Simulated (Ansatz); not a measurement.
**Molecular dynamics, step by step**

SiH3O2F, singlet, PBE0-D4/def2-SVP (Ansatz 0.2.0). Settings (timestep in fs, temperature in K, friction in 1/fs; T counts 21 degrees of freedom, while the starting velocities carry no drift of the centre of mass, so T starts below the set value):

```yaml
hamiltonian: {xc: pbe0, dispersion: d4}
md: {n_steps: 60, timestep: 1.0, temperature: 200, ensemble: nvt_langevin, seed: 770, friction: 0.002, initial_velocities: maxwell_boltzmann}
```

Start, the saddle point found with PBE0-D4 in triple zeta (not stationary at another level):

Si1  (0.673, -0.396, 0.923)
F2  (0.668, -1.069, -1.015)
H3  (-0.373, -0.916, -0.717)
O4  (-1.042, -0.584, 0.315)
O5  (0.958, 1.182, 0.538)
H6  (-1.580, 0.213, 0.257)
H7  (0.697, 1.570, -0.301)
(Å)

```tsv
step	time (fs)	potential energy less the start (meV)	kinetic energy (meV)	T (K)
0	0.00	0.0	155.1	171
4	4.00	47.0	122.5	135
8	8.00	71.8	110.7	122
12	12.00	38.2	154.4	171
16	16.00	88.1	99.4	110
20	20.00	110.0	78.8	87
24	24.00	62.4	112.6	124
28	28.00	43.6	140.9	156
32	32.00	40.8	144.5	160
36	36.00	1.7	184.0	203
40	40.00	-21.7	203.6	225
44	44.00	-10.3	177.9	197
48	48.00	13.0	159.4	176
52	52.00	28.1	141.4	156
56	56.00	15.0	167.4	185
60	60.00	-8.8	203.3	225
```

Step 20, positions (Å) and forces (eV/Å):

```json
{"atom": "Si1", "x": "0.664", "y": "-0.369", "z": "0.982", "Fx": "-0.816", "Fy": "0.104", "Fz": "-0.927"}
{"atom": "F2", "x": "0.664", "y": "-1.060", "z": "-1.083", "Fx": "0.123", "Fy": "0.134", "Fz": "-0.299"}
{"atom": "H3", "x": "-0.337", "y": "-0.896", "z": "-0.882", "Fx": "0.604", "Fy": "-0.409", "Fz": "0.526"}
{"atom": "O4", "x": "-1.047", "y": "-0.668", "z": "0.280", "Fx": "0.253", "Fy": "0.362", "Fz": "0.164"}
{"atom": "O5", "x": "0.935", "y": "1.223", "z": "0.549", "Fx": "-0.469", "Fy": "0.158", "Fz": "-0.224"}
{"atom": "H6", "x": "-1.696", "y": "0.034", "z": "0.152", "Fx": "-0.053", "Fy": "0.182", "Fz": "0.314"}
{"atom": "H7", "x": "0.454", "y": "1.755", "z": "-0.116", "Fx": "0.359", "Fy": "-0.532", "Fz": "0.445"}
```

Step 40, positions (Å) and forces (eV/Å):

```json
{"atom": "Si1", "x": "0.603", "y": "-0.348", "z": "0.975", "Fx": "-0.125", "Fy": "-0.712", "Fz": "0.344"}
{"atom": "F2", "x": "0.715", "y": "-1.066", "z": "-1.163", "Fx": "1.086", "Fy": "-0.120", "Fz": "-0.483"}
{"atom": "H3", "x": "-0.206", "y": "-1.107", "z": "-0.983", "Fx": "-0.988", "Fy": "0.065", "Fz": "0.207"}
{"atom": "O4", "x": "-1.021", "y": "-0.684", "z": "0.351", "Fx": "0.128", "Fy": "0.336", "Fz": "0.286"}
{"atom": "O5", "x": "0.832", "y": "1.239", "z": "0.588", "Fx": "0.229", "Fy": "0.143", "Fz": "0.286"}
{"atom": "H6", "x": "-1.715", "y": "-0.033", "z": "0.526", "Fx": "0.037", "Fy": "-0.119", "Fz": "-0.123"}
{"atom": "H7", "x": "0.301", "y": "1.637", "z": "-0.096", "Fx": "-0.367", "Fy": "0.406", "Fz": "-0.518"}
```

Step 52, positions (Å) and forces (eV/Å):

| atom | x | y | z | Fx | Fy | Fz |
| --- | --- | --- | --- | --- | --- | --- |
| Si1 | 0.572 | -0.350 | 0.978 | 1.118 | 0.071 | 0.680 |
| F2 | 0.747 | -1.073 | -1.231 | -0.353 | -0.008 | -0.355 |
| H3 | -0.203 | -1.062 | -1.184 | 0.445 | -0.046 | 0.293 |
| O4 | -0.977 | -0.666 | 0.425 | -1.368 | -0.364 | -0.552 |
| O5 | 0.754 | 1.260 | 0.596 | -0.001 | 0.399 | -0.361 |
| H6 | -1.740 | -0.101 | 0.592 | 0.074 | 0.064 | -0.020 |
| H7 | 0.270 | 1.663 | -0.142 | 0.084 | -0.116 | 0.316 |

Last step (60):

```xyz
7
angstrom
Si 0.5804 -0.3460 0.9984
F 0.7677 -1.0769 -1.2978
H -0.1582 -1.0735 -1.1171
O -0.9954 -0.6541 0.4504
O 0.7076 1.2838 0.5901
H -1.7600 -0.0907 0.6123
H 0.1954 1.7009 -0.1233
```

The run took about 58 s on 2 CPU threads of an Intel Xeon 6975P-C (shared host).
